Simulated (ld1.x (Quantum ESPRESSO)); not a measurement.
## Varying the PAW potential for S (Z = 16)

Base potential:

| Quantity | Value |
| --- | --- |
| Element | sulfur |
| Generator | ld1.x (Quantum ESPRESSO) 7.5 |
| Type | PAW |
| Functional | PBE |
| Relativity | scalar-relativistic |
| Frozen core | [Ne] |
| Valence charge | 6 |
| Reference configuration | 3s1 3p5 |
| Partial waves | 3s (bound): rcut 1.00, rcutus 1.25 bohr; 3s channel at -0.95 Ry: rcut 1.00, rcutus 1.25 bohr; 3p (bound): rcut 1.45, rcutus 1.60 bohr; 3p channel at -0.1 Ry: rcut 1.45, rcutus 1.60 bohr; 3d channel at 0.35 Ry: rcut 1.35, rcutus 1.55 bohr; 3d channel at 1.2 Ry: rcut 1.35, rcutus 1.55 bohr |
| Local potential | all-electron potential smoothed inside 1.10 bohr (lloc = -2) |
| Core correction | a·sin(br)/r model core inside 0.75 bohr |
| Augmentation charge | PSQ, inside the norm-conserving radii |

Cutoffs, loose and tight: the cutoffs (Ry, on a coarse ladder) from which the occupation-weighted sum of valence levels, in a spherical-Bessel basis at the reference potential, stays within 10 and 1 mRy of its value at 400 Ry. They do not see the model core or the augmentation charge, which bear on the density cutoff. Test errors are all-electron minus pseudo excitation energies from the reference, over the configurations 3s2 3p4; 3s2 3p3; 3s2 3p2; 3s2 3p1; 3s2 3p3.5; 3s0 3p6; 3s2 3p4.3. A dash means not determined; rows that change the core or the reference have their own tests.

| change | outcome | cutoff, loose | cutoff, tight | bound ghosts | largest test error (meV) |
| --- | --- | --- | --- | --- | --- |
| base | generated | 21 Ry | 35 Ry | none | -28 |
| reference 3s2 3p2; removed wave 3d channel at 1.2 Ry: rcut 1.35, rcutus 1.55 bohr | generated | 25 Ry | 45 Ry | none | -54 |
| waves 3d channel at 0.35 Ry: rcut 1.35, rcutus 1.88 bohr; 3d channel at 1.2 Ry: rcut 1.35, rcutus 1.88 bohr | generated | 21 Ry | 35 Ry | none | -28 |
| wave 3d channel at 1.2 Ry: rcut 1.35, rcutus 1.55 bohr becomes 3d channel at 1.7 Ry: rcut 1.35, rcutus 1.55 bohr | generated | 21 Ry | 35 Ry | none | -28 |
| waves 3s (bound): rcut 1.00, rcutus 1.42 bohr; 3s channel at -0.95 Ry: rcut 1.00, rcutus 1.42 bohr | generated | 21 Ry | 30 Ry | none | -29 |
| functional PBEsol | generated | 21 Ry | 35 Ry | none | -31 |

(1) What comes out with this change to the base: local potential all-electron potential smoothed inside 1.78 bohr (lloc = -2)?

## Answers

(1) outcome: generated; cutoff, loose: 25 Ry; cutoff, tight: 35 Ry; bound ghosts: none; largest test error (meV): -28.
